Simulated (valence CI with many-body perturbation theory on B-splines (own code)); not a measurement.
Energy levels of Zn IX

Computed by relativistic CI+MBPT: four valence electrons over a frozen Dirac-Fock core [Ar], radial functions for each j: 9 s, 9 p, 10 d, 8 f, 5 g, 3 h, 1 i, with the one-electron correlation potential Σ1, the two-electron term Σ2, the three-electron term Σ3, Breit, model QED; selected CI, second order for the rest, scaled by the run's own slope (own B-spline code, finite nucleus).

No measured spectrum was set against this ion. As an estimate, terms of the open shell hold to 2 to 4 % of their energy, and close levels can change places; different configurations can be misplaced against each other by 1,000 to 8,000 cm⁻¹. Core correlation moves these levels by up to 4100 cm⁻¹, and in measured spectra 5 to 20 % of such shifts remained as error; rates that hang on mixing are uncertain with them. The list stops below the first excitations out of the core. Only levels of the ground parity were solved; by the run's estimate the other parity begins above the list, which can be wrong where configurations are misplaced.

Levels 1 to 34 of 34, with energies above the lowest level, 3d⁴ ⁵D_0. "Leading %" is the weight of the configuration and term that name the level; weights of strongly mixed levels are sums over their largest components and can fall short. In the jj column 3d3/2^4 stands for four electrons in 3d with j = 3/2. Lifetimes count E1, E2, E3, M1 and M2 decay at the calculated energies, and are blank where another channel may lead or the interval is too uncertain; long ones can be off by a factor of two.

| No. | Configuration | Term | J | E (eV) | Leading % | Leading jj | Lifetime | Second component |
| --- | --- | --- | --- | --- | --- | --- | --- | --- |
| 1 | 3d⁴ | ⁵D | 0 | 0.000 | 99 | 3d3/2^2 3d5/2^2 (64 %) |  |  |
| 2 | 3d⁴ | ⁵D | 1 | 0.063 | 99 | 3d3/2^3 3d5/2 (56 %) | 145 s |  |
| 3 | 3d⁴ | ⁵D | 2 | 0.175 | 99 | 3d3/2^2 3d5/2^2 (67 %) | 23.6 s |  |
| 4 | 3d⁴ | ⁵D | 3 | 0.324 | 100 | 3d3/2^2 3d5/2^2 (47 %) | 12.4 s |  |
| 5 | 3d⁴ | ⁵D | 4 | 0.500 | 99 | 3d3/2 3d5/2^3 (44 %) | 13.0 s |  |
| 6 | 3d⁴ | ³P | 0 | 4.422 | 96 | 3d3/2^4 (60 %) | 44.3 ms |  |
| 7 | 3d⁴ | ³H | 4 | 4.560 | 91 | 3d3/2^3 3d5/2 (48 %) | 2.26 s | 5 % 3d⁴ ³G |
| 8 | 3d⁴ | ³H | 5 | 4.701 | 95 | 3d3/2^2 3d5/2^2 (82 %) | 25.3 s | 4 % 3d⁴ ³G |
| 9 | 3d⁴ | ³P | 1 | 4.797 | 98 | 3d3/2^3 3d5/2 (40 %) | 53.0 ms |  |
| 10 | 3d⁴ | ³H | 6 | 4.824 | 98 | 3d3/2^2 3d5/2^2 (52 %) | 47.5 s |  |
| 11 | 3d⁴ | ³F | 3 | 5.100 | 80 | 3d3/2^2 3d5/2^2 (56 %) | 103 ms | 20 % 3d⁴ ³G |
| 12 | 3d⁴ | ³F | 2 | 5.116 | 99 | 3d3/2^2 3d5/2^2 (53 %) | 175 ms |  |
| 13 | 3d⁴ | ³F | 4 | 5.164 | 81 | 3d3/2^2 3d5/2^2 (35 %) | 74.9 ms | 11 % 3d⁴ ³G |
| 14 | 3d⁴ | ³P | 2 | 5.339 | 98 | 3d3/2 3d5/2^3 (41 %) | 85.3 ms |  |
| 15 | 3d⁴ | ³G | 3 | 5.681 | 80 | 3d3/2 3d5/2^3 (56 %) | 288 ms | 20 % 3d⁴ ³F |
| 16 | 3d⁴ | ³G | 4 | 5.780 | 82 | 3d3/2^2 3d5/2^2 (66 %) | 443 ms | 12 % 3d⁴ ³F |
| 17 | 3d⁴ | ³G | 5 | 5.880 | 95 | 3d3/2 3d5/2^3 (82 %) | 451 ms | 4 % 3d⁴ ³H |
| 18 | 3d⁴ | ¹I | 6 | 6.982 | 98 | 3d3/2 3d5/2^3 (52 %) | 242 ms |  |
| 19 | 3d⁴ | ³D | 3 | 6.989 | 99 | 3d3/2 3d5/2^3 (48 %) | 104 ms |  |
| 20 | 3d⁴ | ³D | 2 | 7.042 | 95 | 3d3/2^2 3d5/2^2 (31 %) | 110 ms |  |
| 21 | 3d⁴ | ¹G | 4 | 7.104 | 92 | 3d5/2^4 (37 %) | 67.7 ms | 4 % 3d⁴ ³F |
| 22 | 3d⁴ | ³D | 1 | 7.118 | 99 | 3d3/2 3d5/2^3 (55 %) | 89.6 ms |  |
| 23 | 3d⁴ | ¹S | 0 | 7.800 | 97 | 3d3/2 3d5/2^3 (55 %) | 44.7 ms |  |
| 24 | 3d⁴ | ¹D | 2 | 8.860 | 96 | 3d3/2^2 3d5/2^2 (36 %) | 54.7 ms |  |
| 25 | 3d⁴ | ¹F | 3 | 9.955 | 97 | 3d3/2 3d5/2^3 (56 %) |  |  |
| 26 | 3d⁴ | ³P | 2 | 11.671 | 99 | 3d3/2^2 3d5/2^2 (58 %) | 51.9 ms |  |
| 27 | 3d⁴ | ³F | 4 | 11.808 | 99 | 3d3/2^2 3d5/2^2 (73 %) |  |  |
| 28 | 3d⁴ | ³F | 2 | 11.853 | 99 | 3d3/2^2 3d5/2^2 (58 %) | 35.2 ms |  |
| 29 | 3d⁴ | ³F | 3 | 11.885 | 97 | 3d3/2 3d5/2^3 (77 %) |  |  |
| 30 | 3d⁴ | ³P | 1 | 12.063 | 100 | 3d3/2 3d5/2^3 (85 %) |  |  |
| 31 | 3d⁴ | ³P | 0 | 12.255 | 99 | 3d5/2^4 (56 %) |  |  |
| 32 | 3d⁴ | ¹G | 4 | 13.441 | 99 | 3d3/2 3d5/2^3 (59 %) |  |  |
| 33 | 3d⁴ | ¹D | 2 | 17.738 | 99 | 3d3/2^2 3d5/2^2 (60 %) |  |  |
| 34 | 3d⁴ | ¹S | 0 | 23.005 | 99 | 3d3/2^2 3d5/2^2 (67 %) |  |  |

The ionisation energy to 3d³ ⁴F3/2 of the next ion comes out as 203.38 eV (NIST: 203 ± 2 eV (semi-empirical)). All 34 levels together are meant to be complete up to 56.291 eV.
